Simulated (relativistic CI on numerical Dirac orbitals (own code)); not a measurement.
**Ligand-field terms of d4**

Computed with a parametric ligand-field model of a d^n configuration (Racah B and C, spin-orbit zeta, crystal field), exact diagonalisation.

Field parameters in Wybourne normalisation: Oh B⁴₀ = 21Dq, B⁴₄ = √(5/14) B⁴₀. The field is a parameter set, without covalency.

B = 650 cm⁻¹, C = 2600 cm⁻¹ (C/B = 4.00), Oh, no spin-orbit coupling. Tanabe-Sugano data, E/B above the lowest term (Δ = |10Dq|; b, c mark the second and third term of a kind):

```
 Δ/B     5E    5T2    3T1     3E    3T2    1T2     1E    1A1
 1.0   0.00   1.00  19.89  20.18  20.78  29.88  29.80  30.88
 3.0   0.00   3.00  18.94  20.43  21.75  29.05  29.06  31.38
 5.0   0.00   5.00  17.53  20.59  22.22  27.78  28.08  31.27
 7.0   0.00   7.00  15.93  20.70  22.47  26.33  26.91  30.87
 9.0   0.00   9.00  14.23  20.77  22.63  24.77  25.60  30.29
11.0   0.00  11.00  12.47  20.83  22.74  23.15  24.16  29.57
13.0   0.00  13.00  10.66  20.88  22.83  21.47  22.63  28.75
15.0   0.00  15.00   8.83  20.92  22.89  19.76  21.02  27.84
17.0   0.00  17.00   6.97  20.95  22.94  18.01  19.36  26.85
19.0   0.00  19.00   5.09  20.97  22.99  16.24  17.64  25.79
21.0   0.00  21.00   3.20  20.99  23.03  14.45  15.89  24.65
23.0   0.00  23.00   1.30  21.01  23.06  12.64  14.10  23.45
25.0   0.62  25.62   0.00  21.64  23.70  11.43  12.90  22.81
27.0   2.54  29.54   0.00  23.57  25.65  11.51  12.99  23.42
29.0   4.47  33.47   0.00  25.52  27.60  11.59  13.06  23.98
31.0   6.40  37.40   0.00  27.46  29.55  11.66  13.13  24.50
33.0   8.34  41.34   0.00  29.41  31.51  11.73  13.19  24.98
35.0  10.29  45.29   0.00  31.37  33.47  11.80  13.24  25.42
37.0  12.24  49.24   0.00  33.32  35.43  11.86  13.29  25.84
39.0  14.19  53.19   0.00  35.28  37.40  11.92  13.33  26.22
41.0  16.15  57.15   0.00  37.25  39.37  11.98  13.36  26.58
43.0  18.11  61.11   0.00  39.21  41.34  12.03  13.40  26.91
45.0  20.07  65.07   0.00  41.18  43.31  12.08  13.43  27.22
47.0  22.04  69.04   0.00  43.15  45.28  12.13  13.46  27.51
```

The ground term changes from 5E to 3T1 between Δ/B = 23.0 and 25.0.
